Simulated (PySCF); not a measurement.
A structure optimised at B3LYP-D3(BJ)/def2-SVP, used in a PySCF frequency run:

```xyz
15

Si    -1.0931    -0.0387    -1.1235
C     -2.1783     0.3035     0.3805
C      0.4923    -0.9195    -0.5727
B      1.2449    -0.0572     0.5205
O      0.9404    -0.1385     1.8511
O      2.1874     0.8777     0.2039
H     -1.8376    -0.8718    -2.1168
H     -0.7272     1.2484    -1.7913
H     -1.6222     0.8888     1.1298
H     -2.4980    -0.6407     0.8527
H     -3.0858     0.8645     0.1079
H      0.1973    -1.9086    -0.1795
H      1.1160    -1.1018    -1.4648
H      0.2699    -0.8018     2.0440
H      2.3595     0.9334    -0.7419
```

Problem. Write its SMILES and formula.

Solution. C[SiH2]CB(O)O, C2H9BO2Si

Problem. What are its rotational constants (standard atomic weights)?

Solution. 4.1001, 1.7359, 1.4551 GHz
